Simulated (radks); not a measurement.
Results of a calculation; reference values are marked as such.
Species: Tm3+. Configuration: [Kr] 4d10 4f13 5s1 5p6 (not the ground configuration).

Level of theory: Dirac Kohn-Sham, revPBE, spin-unpolarised, spherical densities, finite nucleus; open shells fill j = l - 1/2 first; Fermi nuclear charge, rms radius 5.2256 fm (a radial shooting solver on a logarithmic mesh with Libxc functionals).

Energy parts (hartree):
| part | energy |
|---|---|
| total | -13577.5871 |
| kinetic | 15030.2815 |
| electron-nucleus | -33580.0518 |
| Hartree | 5258.5442 |
| exchange-correlation | -286.3610 |

Orbitals (lengths in bohr, moments of r in powers of bohr; r(max) is where P^2 peaks):
orbital,occ.,eigenvalue (hartree),r(max),<r>,<r^2>,small-component weight
1s1/2,2,-2176.865,0.01261,0.02001,0.0005486,6.68e-02
2s1/2,2,-367.9912,0.07207,0.08430,0.008456,1.50e-02
2p1/2,2,-350.8295,0.05403,0.07008,0.006089,1.50e-02
2p3/2,4,-314.8091,0.06035,0.07746,0.007304,1.38e-02
3s1/2,2,-83.54149,0.2035,0.2205,0.05570,4.84e-03
3p1/2,2,-75.98345,0.1912,0.2103,0.05147,4.78e-03
3p3/2,4,-68.37632,0.2043,0.2241,0.05826,4.42e-03
3d3/2,4,-55.47775,0.1611,0.1973,0.04576,4.31e-03
3d5/2,6,-53.81497,0.1648,0.2016,0.04764,4.21e-03
4s1/2,2,-17.34235,0.4649,0.4980,0.2803,1.56e-03
4p1/2,2,-14.30209,0.4667,0.5065,0.2923,1.47e-03
4p3/2,4,-12.58930,0.4947,0.5384,0.3301,1.34e-03
4d3/2,4,-7.58693,0.4966,0.5656,0.3718,1.15e-03
4d5/2,6,-7.27561,0.5057,0.5770,0.3868,1.12e-03
5s1/2,1,-3.05008,1.089,1.215,1.659,3.20e-04
5p1/2,2,-2.21096,1.183,1.353,2.071,2.57e-04
5p3/2,4,-1.98567,1.266,1.450,2.379,2.25e-04
4f5/2,6,-1.23677,0.4941,0.7653,0.7721,6.85e-04
4f7/2,7,-1.19192,0.4995,0.7802,0.8055,6.68e-04

The highest occupied level is 4f7/2 at -32.434 eV. The density falls to 0.001 e/bohr^3 at r = 3.15 bohr.
